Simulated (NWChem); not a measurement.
CH2Cl2F2Si; SMILES FC(F)[SiH](Cl)Cl

```xyz
8

F      0.1252     2.3482     0.6468
C      0.7633     1.3370     0.0040
F      0.6039     1.5034    -1.3274
Si    -0.0051    -0.3245     0.5745
Cl    -1.9402    -0.4145    -0.0851
Cl     1.1137    -1.8361    -0.2498
H      1.8438     1.4109     0.2347
H      0.0284    -0.4321     2.0517
```
Atoms are numbered in this order, from 1.

All runs: NWChem. Pople sets run with spherical d functions. STO-3G and 3-21G are far too small for this property and stand as cheap habits. The geometry was optimised at PBE0/def2-SVP. GIAO values for the isolated, static molecule; σ is the absolute isotropic shielding, δ = σ(reference) − σ with the isolated reference molecule computed at the same levels (13C: tetramethylsilane, 19F: trichlorofluoromethane, 1H: tetramethylsilane, 29Si: tetramethylsilane).

```
level                δ C2 (ppm)  δ F3 (ppm)  δ Si4 (ppm)  σ Cl5 (ppm)  σ Cl6 (ppm)  δ H7 (ppm)  δ H8 (ppm)  relative time
-------------------  ----------  ----------  -----------  -----------  -----------  ----------  ----------  -------------
B3LYP/6-31G*              112.7      -146.9         28.6        931.8        910.8        5.84        5.42             10
BHandHLYP/pcSseg-1        116.0      -146.2          5.4        931.2        913.5        5.63        5.28             30
PBE0/pcSseg-1             119.9      -157.3          8.6        917.1        896.7        5.84        5.56             20
Hartree-Fock/STO-3G        79.3       -76.0         -2.6       1215.3       1211.9        3.16        3.61              1
```

Relative times are rough (shared machine, one core).
